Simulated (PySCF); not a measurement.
Al(Me)(H) (CH4Al), SMILES [CH3][AlH+], charge +1.

Geometry: PBE0-D3(BJ)/def2-TZVP. The multiplicity is an assumed one; other spin states were not compared. The isomer is the one that the SMILES or the coordinates give; other isomers of the formula were not compared.

Two levels are set side by side: PBE/def2-TZVPD (PySCF) and r2SCAN/def2-TZVPD (PySCF). Same geometry, gas phase. Differences are taken from unrounded values.

| quantity | r2SCAN |
|---|---|
| orbital gap (eV) | 6.24 |
| highest occupied level (eV) | -13.95 |
| lowest empty level (eV) | -7.71 |
| mean polarisability (bohr³) | 33.3 |

**Question.** What does PBE give, and how far is it from r2SCAN? (An estimate is asked for; the answer gives what the named calculation found.)

**Answer.** 
```tsv
quantity	PBE	PBE minus r2SCAN
orbital gap (eV)	5.59	-0.65
highest occupied level (eV)	-13.70	0.25
lowest empty level (eV)	-8.12	-0.40
mean polarisability (bohr³)	34.1	0.8
```

Rough cost on one machine, each run with all the roots and properties that it gave: r2SCAN against PBE about 3 times.
